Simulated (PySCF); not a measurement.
PySCF 2.14 output of a UHF calculation on a single atom or ion in aug-cc-pVTZ-DK3, with the spin-free X2C one-electron Hamiltonian (Gaussian nucleus):

```
SCF conv_tol = 1e-09
number electrons alpha = 42  beta = 40
cycle= 1 E= -20877.916644021  delta_E= -0.00201  |g|= 0.0138  |ddm|= 0.0679
cycle= 2 E= -20877.9168747668  delta_E= -0.000231  |g|= 0.00496  |ddm|= 0.0235
cycle= 3 E= -20877.9169113802  delta_E= -3.66e-05  |g|= 0.000436  |ddm|= 0.0156
cycle= 4 E= -20877.9169117377  delta_E= -3.57e-07  |g|= 0.000134  |ddm|= 0.00274
cycle= 5 E= -20877.9169117539  delta_E= -1.62e-08  |g|= 3.09e-05  |ddm|= 0.000579
cycle= 6 E= -20877.9169117558  delta_E= -1.93e-09  |g|= 6.65e-06  |ddm|= 0.000266
cycle= 7 E= -20877.9169117559  delta_E= -9.09e-11  |g|= 6.61e-07  |ddm|= 6.57e-05
converged SCF energy = -20877.9169117559  <S^2> = 2.0105219  2S+1 = 3.0070064
```

The run itself started from symmetry-adapted Hartree-Fock orbitals and held the occupation by maximum overlap, so the iterations belong to that start.

Question: Which element, charge and spin multiplicity is this?

Answer: Pb (lead, neutral), multiplicity 3; the state was [Xe] 4f14 5d10 6s2 6p2, high-spin 3P determinant.

Spin-orbit coupling is strong in this species (close to jj coupling), so the high-spin LS determinant is a model state, not a physical level.
